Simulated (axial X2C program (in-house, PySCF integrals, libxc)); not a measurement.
Curves of TaF⁺ by EOM-EA-CCSD

Computed with an in-house all-electron X2C program for linear molecules (integrals from PySCF): two-component X2C with atomic mean-field Coulomb and Gaunt terms, Gaussian nuclei, basis Ta dyall-acv3z, F dyall-av3z with contracted cores.

Energies in eV from the lowest point of the lowest state; states are followed by energy order within each Ω. Reference: TaF²⁺, 18 electrons correlated in 84 virtual spinors with an MP2 remainder; levels at this size can be off by some tenths of an eV. Masses 180.948 and 18.998 u.

```
R (Å)  (1)Ω=1/2  (2)Ω=1/2  (1)Ω=5/2
1.627    0.6475    2.3096    2.6089
1.697    0.1699    1.6135    2.0746
1.768    0.0000    1.2521    1.8428
1.848    0.0631    1.1309    1.8331
1.927    0.3045    1.2208    2.0006
2.033    0.7917    1.5498    2.3952
```

Q: Fit the curves (1)Ω=1/2, (2)Ω=1/2, (1)Ω=5/2 near their minima.

A: At EOM-EA-CCSD from TaF²⁺ (the fit fixes ωe to about one per cent; ωe of higher roots by this method can be off by ten per cent):

```tsv
state	Te (cm⁻¹)	Re (Å)	ωe (cm⁻¹)
(1)Ω=1/2	0	1.785	786.3
(2)Ω=1/2	9170	1.848	720.3
(1)Ω=5/2	14650	1.810	731.6
```

For TaF²⁺ at CCSD, and between the minima:

Re = 1.744 Å, ωe = 869.0 cm⁻¹; removing the electron costs 14.765 eV without zero-point terms.

T1 of the reference reaches 0.033 (Lee–Taylor). Curves followed by order can swap character. Number of frozen shells: Ta 4 s, 3 p, 2 d, 1 f; F 1 s. Roots with under 60 % one-particle weight at any point are counted in the labels but not shown, and the list ends where the roots sought for some Ω run out; states that need a further excitation are missing and may lie low or lowest. Curves with a minimum but no constants failed the fit check.
